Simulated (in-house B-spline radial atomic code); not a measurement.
Radial electron density of Sm⁷⁺, [Kr] 4d9 4f4 5s2 5p4. Level of theory: scalar-relativistic (X2C) B97-1, spin-polarised, spherical fractional occupations, Fermi nucleus of rms radius 5.0819 fm; calculated with an all-electron radial atomic-structure program (B-spline basis).

Caution: exact exchange at fractional occupations of open shells leaves self-interaction of up to several eV.

One-electron X2C: radii and densities carry no picture-change correction, so inner-shell <1/r> comes out high (for 1s by about 2 % at Z = 33, 5 % at 54, 10 % at 75, 30 % at 118) and <r> low.

Columns: r (bohr), 4πr²n(r) (electrons per bohr), bar.

```
0.000597    2.585 #
0.000733     3.52 #
  0.0009    4.776 ##
 0.00111    6.497 ###
 0.00136    8.708 ####
 0.00167    11.63 #####
 0.00205    15.42 ######
 0.00251    20.16 ########
 0.00308    26.14 ###########
 0.00379    33.49 ##############
 0.00465    41.98 #################
 0.00571    51.49 #####################
 0.00701    61.42 #########################
  0.0086    70.82 #############################
  0.0106    78.62 ################################
   0.013    83.08 ##################################
  0.0159    83.54 ##################################
  0.0195    80.23 ################################
   0.024    75.03 ##############################
  0.0295    71.97 #############################
  0.0362    75.14 ##############################
  0.0444    85.85 ###################################
  0.0545      100 ########################################
   0.067    108.7 ############################################
  0.0822    104.5 ##########################################
   0.101    90.58 #####################################
   0.124    80.78 #################################
   0.152    85.21 ##################################
   0.187    94.86 ######################################
   0.229     88.9 ####################################
   0.282    63.32 ##########################
   0.346     41.2 #################
   0.425    38.72 ################
   0.521    43.75 ##################
    0.64    38.46 ################
   0.786    24.88 ##########
   0.965    14.66 ######
    1.18    10.08 ####
    1.45    6.688 ###
    1.79    3.116 #
    2.19   0.9349 
    2.69   0.1556 
     3.3   0.0132 
    4.06 0.0004688 
    4.98 6.395e-06
```

On this grid the curve has 4 maxima, near 0.0159, 0.067, 0.187, 0.521 bohr.

The 4d up radial function P(r) = rR(r), positive near the nucleus:

```tsv
r (bohr)	P
0.00701	0.001711
0.0106	0.005174
0.0159	0.01493
0.024	0.04188
0.0362	0.1092
0.0545	0.2542
0.0822	0.5015
0.124	0.7568
0.187	0.6937
0.282	-0.02625
0.425	-1.05
0.64	-1.351
0.965	-0.7631
1.45	-0.1928
2.19	-0.01623
```
